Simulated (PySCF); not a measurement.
**V (vanadium, neutral) across methods**

[Ar] 3d2 4s2 5s1, 5s spin antiparallel (an excited configuration). Computed with PySCF 2.14 in aug-cc-pVTZ-DK (8s7p5d3f2g, 93 functions), with scalar relativity by spin-free X2C-1e. The B2PLYP total includes its PT2 part (frozen core); its orbital energies are those of the SCF part.

| method | E (hartree) | mean ε 4s α (eV) | mean ε 4s β (eV) | mean ε 5s β (eV) | Σ⟨r²⟩ (bohr²) | ⟨S²⟩ |
| --- | --- | --- | --- | --- | --- | --- |
| PBE0 | -948.645 | -9.893 | -9.505 | -1.878 | 112.8 | 1.751 |
| B2PLYP | -948.607 | -10.462 | -10.127 | -1.931 | 115.7 | 1.752 |
| r2SCANh | -948.790 | -9.628 | -9.116 | -1.670 | 112.9 | 1.752 |
| PBE | -948.612 | -9.129 | -8.715 | -1.629 | 111.0 | 1.751 |
| UHF | -947.85096 | -11.450 | -11.059 | -2.319 | 121.5 | 1.753 |
| M06 | -948.806 | -9.701 | -9.433 | -1.769 | 102.1 | 1.751 |
| LDA | -946.620 | -9.328 | -8.904 | -1.601 | 109.9 | 1.751 |
| r2SCAN | -948.793 | -9.357 | -8.816 | -1.579 | 112.9 | 1.752 |

The outer electron is Rydberg-like, and this basis confines it to a smaller radius and binds it less than a complete one would. With the s spin flipped the determinant is a mixture of two multiplicities, not a spectroscopic state.
